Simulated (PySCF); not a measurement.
# Computed records: C2H4AlB

Calculation on a computer-drawn molecule: the log of a Hartree-Fock and frozen-core CCSD(T) single point meant for a local Hartree-Fock minimum, with one planted fault or none, to be diagnosed. Offsets are logged minus clean, where the clean run is the same molecule without the fault. The reference is restricted for singlets and unrestricted otherwise, and also for a bond in bohr or an excited solution. Adding or removing an electron swaps singlet and doublet. The excited solution moves the top pair (singlet) or top alpha electron (doublet) to the lowest empty orbital. Highest occupied and lowest empty are orbital energies over both spins, largest force is the largest gradient component, triples share is (T) over the correlation energy, the T1 limit is 0.02 restricted and 0.045 unrestricted, electrons count all cores, a negative frequency is imaginary (commonest isotopes), and the dipole is about the centre of nuclear charge. Program: PySCF 2.14.0.

```xyz
8
formula=C2H4AlB meant_charge=0 meant_multiplicity=1 meant_basis=cc-pV(D+d)Z logged_electrons=34 logged_basis_functions=85 logged_SCF_converged=yes logged_spin_squared=0 logged_highest_occupied=-7.4492 logged_lowest_empty=1.3902 logged_largest_force=3.849e-05 logged_lowest_frequency=79.627 logged_T1_diagnostic=0.017365 logged_D1_diagnostic=0.057076 logged_triples_share=0.037391 logged_CC_converged=yes logged_dipole_magnitude=2.6281 logged_SCF_stable_within_its_kind=yes logged_energy_HF=-344.62725 logged_energy_CCSD(T)=-345.08699 possible_faults=no_fault,one_electron_removed,one_electron_added,multiplicity_raised_by_two,geometry_at_a_saddle_point,SCF_held_on_an_excited_solution,minimal_basis_STO-3G,one_bond_length_entered_in_bohr,all_coordinates_scaled planted_fault=no_fault HF_energy_offset_from_clean_run=0 CCSD(T)_energy_offset_from_clean_run=0
C     -2.0375     1.4383    -1.6369
B     -1.4758     1.5776    -0.2031
C     -1.1068     1.8004     1.1055
Al    -2.2626     2.9319     2.2202
H     -1.3263     1.7960    -2.3844
H     -2.9425     2.0502    -1.7199
H     -2.3098     0.4068    -1.8689
H     -0.2229     1.4061     1.6025
```

Units: logged_highest_occupied, logged_lowest_empty in eV; logged_largest_force in hartree/bohr; logged_lowest_frequency in cm⁻¹; logged_dipole_magnitude in debye; logged_energy_HF, logged_energy_CCSD(T) in hartree; HF_energy_offset_from_clean_run, CCSD(T)_energy_offset_from_clean_run in kcal/mol.

Drawn bonds:
```csv
atom,other atom,order
1,2,1
2,3,2
3,4,1
1,5,1
1,6,1
1,7,1
3,8,1
```
